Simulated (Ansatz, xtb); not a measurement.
C4H6N2Si: which of two isomers lies lower

We compare I, `C[Si](C)(C#N)C#N`, a singlet, with II, `C[Si@@H](C#N)CC#N`, a singlet. Both are isolated molecules in the gas phase, relaxed with r2SCAN-D4/def2-SVP, each in the lowest conformer that the search found.

Task: Estimate which is lower in electronic energy at CCSD(T)/def2-SVP + ΔMP2/def2-TZVPP, and by roughly how much.

Result: The CCSD(T)/def2-SVP + ΔMP2/def2-TZVPP calculation puts structure I lower, by 54.4 kJ/mol.

The same difference at several levels:

```json
{"level": "GFN2-xTB", "geometry": "GFN2-xTB", "E(II) − E(I) (kJ/mol)": "−50.7", "departure from the last row (kJ/mol)": "−105.1", "job, with rough time for the two": "optimisation, 0.15 s"}
{"level": "HF/STO-3G", "geometry": "GFN2-xTB", "E(II) − E(I) (kJ/mol)": "+71.6", "departure from the last row (kJ/mol)": "+17.2", "job, with rough time for the two": "single point, 0.36 s"}
{"level": "r2SCAN-D4/def2-SVP//GFN2-xTB", "geometry": "GFN2-xTB", "E(II) − E(I) (kJ/mol)": "+43.4", "departure from the last row (kJ/mol)": "−11.0", "job, with rough time for the two": "single point, 2.5 s"}
{"level": "r2SCAN-D4/def2-SVP", "geometry": "r2SCAN-D4/def2-SVP", "E(II) − E(I) (kJ/mol)": "+43.8", "departure from the last row (kJ/mol)": "−10.6", "job, with rough time for the two": "optimisation, 23 s"}
{"level": "HF/def2-SVP", "geometry": "r2SCAN-D4/def2-SVP", "E(II) − E(I) (kJ/mol)": "+46.2", "departure from the last row (kJ/mol)": "−8.2", "job, with rough time for the two": "part of the CCSD(T) run"}
{"level": "MP2/def2-SVP", "geometry": "r2SCAN-D4/def2-SVP", "E(II) − E(I) (kJ/mol)": "+49.7", "departure from the last row (kJ/mol)": "−4.8", "job, with rough time for the two": "part of the CCSD(T) run"}
{"level": "CCSD(T)/def2-SVP", "geometry": "r2SCAN-D4/def2-SVP", "E(II) − E(I) (kJ/mol)": "+46.8", "departure from the last row (kJ/mol)": "−7.6", "job, with rough time for the two": "single point"}
{"level": "CCSD(T)/def2-SVP + ΔMP2/def2-TZVPP", "geometry": "r2SCAN-D4/def2-SVP", "E(II) − E(I) (kJ/mol)": "+54.4", "departure from the last row (kJ/mol)": "", "job, with rough time for the two": "single point, 35 s"}
```

As drawn, II has 1 C–C, 1 Si–H in place of 1 C–Si, 1 C–H.

GFN2-xTB puts the two in the other order. The largest departure from CCSD(T)/def2-SVP + ΔMP2/def2-TZVPP is that of GFN2-xTB, 105.1 kJ/mol. The last row adds to CCSD(T) the change of the MP2 difference between the two basis sets, here +7.6 kJ/mol.

With thermal terms from frequencies at re-optimised GFN2-xTB minima (ideal gas, soft modes damped towards free rotors, one conformer each, 298.15 K, 1 atm): the zero-point term adds −4.6 kJ/mol; ΔH is +48.0 and ΔG +50.5 kJ/mol.

The correlated steps freeze 11 core orbitals. Mirror images aren't counted in ΔG. Programs: Ansatz 0.2.0, xtb 6.7.1; the last row on 2 threads of Intel(R) Xeon(R) 6975P-C (Granite Rapids) on a shared host.
